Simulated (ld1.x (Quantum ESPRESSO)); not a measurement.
nitrogen: one change to a TM semilocal potential, before and after

* Element: N
* Generator: ld1.x (Quantum ESPRESSO) 7.5
* Type: norm-conserving Troullier–Martins (semilocal form)
* Functional: LDA (PZ)
* Relativity: non-relativistic
* Frozen core: [He]
* Valence charge: 5
* Reference configuration: 2s2 2p2 (charge +1)
* Partial waves: 2p (bound): rc 1.45 bohr; 2s (bound): rc 0.90 bohr
* Local potential: the s channel
* Core correction: none

Change: wave 2s (bound): rc 0.90 bohr becomes 2s (bound): rc 1.22 bohr.

Cutoffs: the cutoffs (Ry, on a coarse ladder) from which the occupation-weighted sum of valence levels, in a spherical-Bessel basis at the reference potential, stays within 10 and 1 mRy of its value at 400 Ry; they do not see the model core or the augmentation charge, which bear on the density cutoff. Errors are all-electron minus pseudo energies relative to the spin-unpolarised reference configuration.

**Question.** What does the change do?

**Answer.** The potential gets softer (60 Ry and 140 Ry → 55 Ry and 100 Ry); of the 9 tests that both files solve, the error grows in 6 and shrinks in 0 by more than 15 % and 0.3 meV (median size 55.3 → 65.5 meV); the range in which the s phases agree narrows (upper end 4.7 → 3.5); neither file shows a bound ghost. A larger radius leaves more room for a smooth pseudo-wave, so fewer plane waves are needed. More of the atom is replaced by a form fitted at one configuration, so other configurations suffer. A semilocal file is local in each channel, so a ghost entry of none says nothing of the separable form that plane-wave codes build from it.

```tsv
quantity	base	changed
cutoff, loose	60 Ry	55 Ry
cutoff, tight	140 Ry	100 Ry
loose cutoff by channel (10 mRy a level)	p 50 Ry, s 50 Ry	p 50 Ry, s 35 Ry
bound ghosts	none	none
error for 2s2 2p3, meV [ΔE -13.74 eV]	+5.0	+8.7
error for 2s2 2p1, meV [ΔE 28.97 eV]	+55	+66
error for 2s2 2p0, meV [ΔE 76.14 eV]	+446	+502
error for 2s0 2p5, meV [ΔE 8.66 eV]	+108	+139
error for 2s2 2p3.3, meV [ΔE -15.40 eV]	+4.0	+9.0
error for 2s1 2p3, meV [ΔE 11.42 eV]	+19	+23
error for 2s2 2p2.5, meV [ΔE -8.57 eV]	+2.9	+4.2
error for 2s2 2p2 (spin-polarised), meV [ΔE -1.69 eV]	+186	+186
error for 2s2 2p3 (spin-polarised), meV [ΔE -16.63 eV]	+289	+295
s: phases at 1.60 bohr within 0.05 rad from the reference energy up to (Ry; the scan ends near 5)	4.7	3.5
p: phases at 1.60 bohr within 0.05 rad from the reference energy up to (Ry; the scan ends near 5)	2.7	2.7
```
